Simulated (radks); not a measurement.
Values are calculated unless marked as measured or tabulated.
Question: These are the eigenvalues of the occupied orbitals of an atom or ion with whole-number occupations (Ry). Code: a radial shooting solver on a logarithmic mesh with Libxc functionals. Model: scalar-relativistic Kohn-Sham, PBE, spin-polarised, spherical densities, finite nucleus; Fermi nuclear charge, rms radius of each element as measured or else 0.836 A^(1/3) + 0.57 fm.

1s up: -2634.288
1s down: -2634.276
2s up: -415.9502
2s down: -415.9441
2p up: -373.4817
2p down: -373.4710
3s up: -89.02447
3s down: -89.01366
3p up: -75.35524
3p down: -75.34283
3d up: -55.28768
3d down: -55.27577
4s up: -19.38226
4s down: -19.35641
4p up: -15.00743
4p down: -14.98017
4d up: -8.63542
4d down: -8.59575
5s up: -4.94027
5s down: -4.71988
5p up: -3.83400

Which element is it, and in what charge state? The configuration may be excited. Open shells, if any, are filled with parallel spins first.

Answer: Z = 55, caesium, charge +4: Cs4+ in [Kr] 4d10 5s2 5p3. The list shows which subshells hold electrons but not how many an open one holds; the 1s level, -1317.1 hartree, gives Z - s = 51.3 by -(Z - s)^2/2, which with screening and relativity narrows Z to a few neighbours, and the depths of the outer levels then fix element, charge and occupations together.
